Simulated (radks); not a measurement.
Pb LVIII, 25 electrons, occupied as [Ne] 3s1.75 3p6 3d7 4f0.25 (fractional occupations, a model configuration). Method: Dirac Kohn-Sham, PBE, spin-unpolarised, spherical densities, point nucleus; open shells fill j = l - 1/2 first; computed with a radial shooting solver on a logarithmic mesh with Libxc functionals.

Radial electron density D(r) = 4 pi r^2 rho(r):

```
   r/bohr * D(r) (the largest magnitude, 147, reaches the edge; | marks zero)
0.0007715 |  *
0.0008699 |   *
0.0009808 |    *
 0.001106 |    *
 0.001237 |     *
 0.001395 |       *
 0.001572 |        *
 0.001759 |         *
 0.001983 |           *
 0.002236 |             *
 0.002521 |               *
  0.00282 |                  *
 0.003179 |                    *
 0.003585 |                       *
 0.004009 |                          *
 0.004521 |                             *
 0.005097 |                                *
 0.005747 |                                   *
 0.006428 |                                      *
 0.007247 |                                        *
 0.008171 |                                          *
  0.00914 |                                           *
  0.01031 |                                            *
  0.01162 |                                            *
   0.0131 |                                           *
  0.01465 |                                          *
  0.01652 |                                        *
  0.01863 |                                       *
  0.02083 |                                      *
  0.02349 |                                      *
  0.02649 |                                        *
  0.02986 |                                           *
   0.0334 |                                              *
  0.03766 |                                                  *
  0.04246 |                                                     *
   0.0475 |                                                      *
  0.05355 |                                                     *
  0.06038 |                                                  *
  0.06808 |                                             *
  0.07614 |                                         *
  0.08585 |                                     *
   0.0968 |                                   *
   0.1083 |                                    *
   0.1221 |                                      *
   0.1376 |                                       *
   0.1552 |                                      *
   0.1736 |                                  *
   0.1957 |                          *
   0.2207 |                  *
   0.2468 |           *
   0.2783 |     *
   0.3138 |  *
   0.3538 |*
   0.3957 *
   0.4461 *
    0.503 *
   0.5626 *
   0.6344 *
   0.7153 *
   0.8064 *
```

D(r) has 3 maxima, at r = 0.0107, 0.0483, 0.139 bohr, and minima at 0.0217, 0.0976 bohr, inside which lie 2.06, 11.29 electrons.
